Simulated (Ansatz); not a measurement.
Isolated molecules relaxed with PBE0-D4/def2-TZVP in Ansatz; ΔE leaves out vibrations. CBS: MP2 limit from def2 TZ/QZ plus the TZ coupled-cluster correction, frozen cores. DFT in def2-TZVPP. B3LYP here is the variant with VWN-RPA as its local correlation; programs differ in this. HSE06 is defined as in plane-wave codes. For Ga outer-core shells are correlated without core-valence functions, which leaves a few kJ/mol of doubt a bond. Scalar relativity is left out up to krypton. Each species was taken in one conformer, which may not be the lowest.

`[NH2][AlH][Cl]` + `O=C=[N][Ga]([Cl])[Cl]` → `O=C=[N][AlH][Cl]` + `[NH2][Ga]([Cl])[Cl]`  (redistribution)

```json
{"level": "B3LYP-D4", "ΔE (kJ/mol)": "-20.0", "difference from CCSD(T)/CBS": "1.0"}
{"level": "HSE06-D4", "ΔE (kJ/mol)": "-19.3", "difference from CCSD(T)/CBS": "1.7"}
{"level": "CAM-B3LYP-D4", "ΔE (kJ/mol)": "-21.3", "difference from CCSD(T)/CBS": "-0.3"}
{"level": "HF/def2-SVP", "ΔE (kJ/mol)": "-27.0", "difference from CCSD(T)/CBS": "-6.0"}
{"level": "MP2/def2-SVP", "ΔE (kJ/mol)": "-21.1", "difference from CCSD(T)/CBS": "-0.1"}
{"level": "CCSD/def2-SVP", "ΔE (kJ/mol)": "-21.9", "difference from CCSD(T)/CBS": "-0.9"}
{"level": "HF/def2-TZVPP", "ΔE (kJ/mol)": "-20.4", "difference from CCSD(T)/CBS": "0.6"}
{"level": "HF/def2-QZVPP", "ΔE (kJ/mol)": "-20.2", "difference from CCSD(T)/CBS": "0.8"}
{"level": "HF/CBS(def2)", "ΔE (kJ/mol)": "-20.2", "difference from CCSD(T)/CBS": "0.8"}
{"level": "MP2/CBS(def2)", "ΔE (kJ/mol)": "-22.0", "difference from CCSD(T)/CBS": "-1.0"}
{"level": "CCSD(T)/CBS", "ΔE (kJ/mol)": "-21.0", "difference from CCSD(T)/CBS": "0"}
```

Largest T1 diagnostic among the species: 0.015.

Leaving LDA and LC-ωPBE aside and taking each functional with its dispersion term where it has one, the values, not all of them listed here, spread over 4.7 kJ/mol, from CAM-B3LYP-D4 to revPBE-D4.
